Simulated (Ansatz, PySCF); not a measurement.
GeH5Si, SMILES [SiH2][GeH3], multiplicity 2. Atoms are numbered in the order given.

```xyz
7

Si     1.5960    -0.0181     0.2083
Ge    -0.7676     0.1188    -0.0685
H      2.3443     0.7628    -0.8108
H      2.0974    -1.4170     0.2192
H     -1.4697    -0.6565     1.0599
H     -1.2148     1.5897    -0.0047
H     -1.2302    -0.4687    -1.4187
```
Charge 0, spin multiplicity 2.

Geometry optimised at B3LYP-D3(BJ)/def2-TZVP. The isomer is the one that the SMILES or the coordinates give; other isomers of the formula were not compared.

Two levels are set side by side: PBE-D3(BJ)/def2-TZVP (Ansatz, a quantum-chemistry and plane-wave program) and B3LYP-D3(BJ)/def2-TZVP (Ansatz). Each level has its own optimised geometry; the coordinates shown are those of the second. Frequencies come from the Hessian of PySCF at each geometry. Differences are taken from unrounded values.

```json
[
 {"quantity": "mean bond length (Å)", "B3LYP-D3(BJ)": "1.663"},
 {"quantity": "bond Si1–Ge2 (Å)", "B3LYP-D3(BJ)": "2.384"},
 {"quantity": "bond Si1–H3 (Å)", "B3LYP-D3(BJ)": "1.486"},
 {"quantity": "bond Si1–H4 (Å)", "B3LYP-D3(BJ)": "1.486"},
 {"quantity": "bond Ge2–H5 (Å)", "B3LYP-D3(BJ)": "1.539"},
 {"quantity": "bond Ge2–H6 (Å)", "B3LYP-D3(BJ)": "1.539"},
 {"quantity": "bond Ge2–H7 (Å)", "B3LYP-D3(BJ)": "1.543"},
 {"quantity": "highest harmonic wavenumber (cm⁻¹)", "B3LYP-D3(BJ)": "2211"},
 {"quantity": "mean harmonic wavenumber (cm⁻¹)", "B3LYP-D3(BJ)": "1110"},
 {"quantity": "zero-point energy (kcal/mol)", "B3LYP-D3(BJ)": "23.79"}
]
```

### Question
What does PBE-D3(BJ) give, and how far is it from B3LYP-D3(BJ)? (An estimate is asked for; the answer gives what the named calculation found.)

### Answer

```json
[
 {"quantity": "mean bond length (Å)", "PBE-D3(BJ)": "1.671", "PBE-D3(BJ) minus B3LYP-D3(BJ)": "0.008"},
 {"quantity": "bond Si1–Ge2 (Å)", "PBE-D3(BJ)": "2.380", "PBE-D3(BJ) minus B3LYP-D3(BJ)": "-0.004"},
 {"quantity": "bond Si1–H3 (Å)", "PBE-D3(BJ)": "1.499", "PBE-D3(BJ) minus B3LYP-D3(BJ)": "0.013"},
 {"quantity": "bond Si1–H4 (Å)", "PBE-D3(BJ)": "1.499", "PBE-D3(BJ) minus B3LYP-D3(BJ)": "0.013"},
 {"quantity": "bond Ge2–H5 (Å)", "PBE-D3(BJ)": "1.547", "PBE-D3(BJ) minus B3LYP-D3(BJ)": "0.008"},
 {"quantity": "bond Ge2–H6 (Å)", "PBE-D3(BJ)": "1.547", "PBE-D3(BJ) minus B3LYP-D3(BJ)": "0.008"},
 {"quantity": "bond Ge2–H7 (Å)", "PBE-D3(BJ)": "1.552", "PBE-D3(BJ) minus B3LYP-D3(BJ)": "0.009"},
 {"quantity": "highest harmonic wavenumber (cm⁻¹)", "PBE-D3(BJ)": "2157", "PBE-D3(BJ) minus B3LYP-D3(BJ)": "-54"},
 {"quantity": "mean harmonic wavenumber (cm⁻¹)", "PBE-D3(BJ)": "1076", "PBE-D3(BJ) minus B3LYP-D3(BJ)": "-34"},
 {"quantity": "zero-point energy (kcal/mol)", "PBE-D3(BJ)": "23.06", "PBE-D3(BJ) minus B3LYP-D3(BJ)": "-0.73"}
]
```

Exact exchange shortens and stiffens bonds; PBE has none. Differences between two approximate levels are no errors against the true value.
